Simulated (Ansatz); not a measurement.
`N=C(S)I` + H₂ → `N=CI` + H₂S at 298.15 K and 1 bar (hydrogenolysis of a C–S bond).

Isolated molecules relaxed with PBE0-D4/def2-TZVP in Ansatz; ΔE leaves out vibrations. CBS: MP2 limit from def2 TZ/QZ plus the TZ coupled-cluster correction, frozen cores. This one scheme is used for every species. def2 core potentials past Kr. For I outer-core shells are correlated without core-valence functions, which leaves a few kJ/mol of doubt a bond. Each species was taken in one conformer, which may not be the lowest.

```csv
species,CCSD(T)/CBS energy (Eh),H − E (kJ/mol),S (J/(mol·K))
`N=C(S)I`,-789.14298,95.0,321.6
H₂,-1.17544,35.1,130.4
`N=CI`,-391.36369,91.7,280.2
H₂S,-398.97279,49.9,205.7
```

H − E and S are ideal-gas, rigid-rotor, harmonic terms from PBE0-D4/def2-TZVP, for one conformer and one mirror image of each species. The MP2-based limit puts H₂ 0.8 mEh under its directly extrapolated value; such offsets cancel only in part. 1 Eh = 2625.50 kJ/mol, R = 8.31446 J/(mol·K).

Task: By hand: ΔE, ΔH, ΔS and ΔG.

Result: ΔE = (-391.36369) + (-398.97279) − (-789.14298) − (-1.17544) = -0.01806 Eh = -47.4 kJ/mol. Δ(H − E) = 91.7 + 49.9 − 95.0 − 35.1 = 11.5, so ΔH = -35.9 kJ/mol. ΔS = 280.2 + 205.7 − 321.6 − 130.4 = 33.9 J/(mol·K). ΔG = -35.9 − 298.15 × (33.9)/1000 = -46.0 kJ/mol.

Task: By hand: the equilibrium constant, and the temperature at which ΔG would vanish if ΔH and ΔS stayed fixed.

Result: log₁₀ K = −ΔG/(RT ln 10) = 8.1. ΔH and −TΔS have one sign here, so there is no such temperature.

ΔH outweighs TΔS. A doubt of 5 kJ/mol in ΔE shifts log₁₀ K by 0.9 here. Other conformers and mirror images would add mixing entropy, several J/(mol·K) or more a flexible species. These are equilibria of isolated gas molecules and say nothing of rates. Largest T1 diagnostic: 0.012 (customary marks: 0.02 for closed shells, 0.045 for open ones).
